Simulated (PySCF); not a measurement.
C₆ coefficients of unlike pairs at PBE

Calculated with PySCF 2.14 from the dipole response of each species, C₆(A,B) = (3/π) ∫ α_A(iu) α_B(iu) du, in atomic units, from isotropic polarisabilities. For ions this is the dispersion term alone; charge-induced terms of lower order in 1/R come first.

```json
{"species": "Bi", "configuration": "[Xe] 4f14 5d10 6s2 6p3 (4S)", "basis": "aug-cc-pVTZ-DK3 (9s8p6d3f)", "relativity": "spin-free X2C", "α (bohr³)": "55.15", "C₆ (like pair)": "661.7"}
{"species": "Ru³⁺", "configuration": "[Kr] 4d5 (6S)", "basis": "def2-TZVPPD with the def2 core potential (28 electrons) (6s4p3d2f1g)", "relativity": "core potential", "α (bohr³)": "4.713", "C₆ (like pair)": "21.50"}
{"species": "Xe³⁺", "configuration": "[Kr] 4d10 5s2 5p3 (4S)", "basis": "x2c-TZVPPall with one added diffuse shell each of s, p, d, f type (9s7p5d3f)", "relativity": "spin-free X2C", "α (bohr³)": "9.315", "C₆ (like pair)": "54.53"}
```

Task: Estimate C₆ for Xe³⁺ with Ru³⁺.

Result: The integral gives 33.52. The combination rule 2 C_A C_B / (C_A α_B/α_A + C_B α_A/α_B) gives 33.46 and the geometric mean 34.24.

No spin-orbit coupling is included, so Bi, close to jj coupling, stand for model states.

The other pairs:

| pair | C₆ |
| --- | --- |
| Ru³⁺, Bi | 97.99 |
| Xe³⁺, Bi | 172.3 |
